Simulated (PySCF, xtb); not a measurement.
Be2F2, SMILES [F][Be][Be][F].

GFN2-xTB in xtb at its own geometry gives an orbital gap of 4.09 eV and a dipole moment of 0.02 D.

Coordinates come from a PBE0-D3(BJ)/def2-TZVP optimisation. Other conformers were not sampled.

Problem. What does M06-2X/def2-TZVPD run with PySCF give? (Estimate from the structure and the level; the computed values follow.)

Solution. gap 8.47 eV (levels -9.33 and -0.87 eV), dipole 0.00 D.
